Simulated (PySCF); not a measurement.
AlBH2O2 (calculated)

All values are calculated (PySCF 2.14.0). Calculation on a computer-drawn molecule: optimised geometry and harmonic frequencies of an isolated molecule of the commonest isotopes, restricted reference for singlets and unrestricted otherwise, frozen core in MP2.

Entry: AlBH2O2

Start structure:
```xyz
6
AlBH2O2
O     -2.0184    -2.2205     0.1367
B     -1.1345    -2.2687     1.1816
O     -0.2931    -1.0450     1.3252
Al     0.2639    -2.1583     2.8071
H     -2.0268    -1.4536    -0.4987
H     -0.3415    -0.2213     0.7585
```

It was run with charge 0, multiplicity 1, method HF and basis cc-pV(D+d)Z.

Drawn bonds:
```csv
atom,other atom,order
1,2,1
2,3,1
2,4,1
1,5,1
3,6,1
```

Q: Estimate the total energy of AlBH2O2.
A: -417.5574 hartree

Q: What rotational constants does the calculation give for AlBH2O2?
A: 10.57, 3.637, 2.706 GHz

Q: Give the table of modes values for AlBH2O2.
A: 
Modes:
```csv
frequency (cm⁻¹),reduced mass (dalton)
122.3,9.448
324.4,11.27
331.4,2.59
488.9,1.06
584.3,3.188
658.2,1.654
1024,1.117
1098,2.81
1320,2.192
1361,9.446
4082,1.064
4085,1.067
```

Further results for AlBH2O2:

* convergence status largest gradient component: 9.903e-06 hartree/bohr

Optimised structure:
```xyz
6
AlBH2O2
O     -1.7793    -2.2494     0.4085
B     -0.8055    -1.7849     1.2562
O     -0.2436    -0.5496     1.0545
Al    -0.1282    -3.0529     2.9826
H     -2.0186    -1.6641    -0.2992
H     -0.5752    -0.0665     0.3078
```
